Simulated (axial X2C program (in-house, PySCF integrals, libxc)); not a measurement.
## Potential curves of As₂⁺, with spin–orbit coupling

Calculated with an in-house all-electron X2C program for linear molecules (integrals from PySCF). Two-component (2c) means X2C with spin–orbit coupling and atomic mean-field two-electron Coulomb and Gaunt terms. Basis: As dyall-cv3z [9s9p6d4f1g] (cores contracted in-house); Gaussian nuclei, density fitting, unrestricted open shells. Masses: As 74.922 u.

State: Ω = 3/2 (⟨Sz⟩ = 0.50, ⟨Lz⟩ = 1.00 at PBEsol). Energies in cm⁻¹ from the lowest point of each curve. Fits are polynomials in 1 − R0/R over 0.85 to 1.23 times the lowest point R0.

| R (Å) | PBEsol | PBE0 |
| --- | --- | --- |
| 1.9010 | 11198 | 10496 |
| 1.9884 | 4920 | 4354 |
| 2.0539 | 2131 | 1720 |
| 2.1195 | 583 | 363 |
| 2.1850 | 0 | 0 |
| 2.2615 | 241 | 527 |
| 2.3380 | 1215 | 1809 |
| 2.4363 | 3207 | 4218 |
| 2.5564 | 6333 | 7871 |
| 2.7313 | 11487 | 13787 |

The state is one determinant whose occupation by symmetry is held fixed; it was picked as the lowest of a PBE0 search that is not exhaustive. Density functionals use the spin component along the axis (collinear). Without a current term, density functionals place determinants with orbital angular momentum somewhat too high. At some level and bond length an empty orbital lies below a filled one.

Task: Fit the PBEsol curve near its minimum: give the equilibrium distance and the harmonic wavenumber.

Result: At PBEsol, 2c: Re = 2.202 Å, ωe ≈ 380 cm⁻¹; Be follows as 0.0928 cm⁻¹.

Task: What are Re and ωe at the PBE0 level?

Result: At PBE0, 2c: Re = 2.181 Å, ωe ≈ 402 cm⁻¹; Be follows as 0.0946 cm⁻¹.
